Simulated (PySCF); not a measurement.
dibromo-chloro-fluoromethane (CBr2ClF), SMILES FC(Cl)(Br)Br.

The structure is a stationary point at B3LYP-D3(BJ)/def2-SVP.

The numbers are results of PBE/def2-TZVP in PySCF, not measurements.

Symmetry labels are those of the subgroup Cs that the program uses (full group Cs).

Question: List the valence orbital energies around the gap with their symmetry. (The exact figures need the calculation; the answer reports its results.)

Answer: 
```
orbital  symmetry  energy (eV)
-------  --------  -----------
HOMO−7         A'       -10.22
HOMO−6         A"       -10.09
HOMO−5         A'        -8.79
HOMO−4         A"        -8.41
HOMO−3         A'        -8.14
HOMO−2         A'        -7.64
HOMO−1         A"        -7.42
HOMO           A"        -7.14
LUMO           A'        -3.12
LUMO+1         A"        -1.72
LUMO+2         A'        -1.11
LUMO+3         A'         0.84
```
